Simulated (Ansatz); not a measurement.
Sn, charge +1, doublet (a state made from the parent by changing its charge; the spin is typed, not shown lowest) (all electrons, no relativity); SVWN5/3-21G (Ansatz, a first-principles code).

The Ansatz input:
Ansatz 0.2 input:
```yaml
crystal:
  periodic: [false, false, false]
  atoms:
    - {symbol: Sn, position_ang: [0.00000000, 0.00000000, 0.00000000]}
basis:
  gaussian:
    orbitals: 3-21G.json
hamiltonian:
  xc: {name: SVWN5}
total_charge: 1
magnetization: {spin_polarized: false, initial_magnetization: 1}
```
The basis file holds 3-21G in the JSON format of the Basis Set Exchange.

What the program printed (banner, timings and long lists left out):

```
Functional definition: SVWN5
268 factors; integrals over basis functions are off by at most 1.0e-4 eV
mean field evaluation 1: about -163090.8121 eV, gradient 9.9e0 eV
mean field evaluation 2: about -163090.8121 eV, gradient 9.9e0 eV
mean field evaluation 4: about -163090.9456 eV, gradient 1.4e0 eV
mean field evaluation 8: about -163090.9472 eV, gradient 1.2e0 eV
mean field evaluation 16: about -163090.8121 eV, gradient 9.9e0 eV
mean field evaluation 32: about -163090.8125 eV, gradient 9.9e0 eV
mean field -163090.95206014 eV, -5993.4819411924 hartree, gradient 4.3e-6 eV, S^2 0.750000; 4 other end points of the search recorded, 0 dependent functions left out
reference -163090.95208101 eV, -5993.4819419592 hartree; 25, 24 occupied and 8, 9 virtual orbitals, 268 factors
Total energy: -163090.95208101 eV, -5993.4819419592 hartree
```
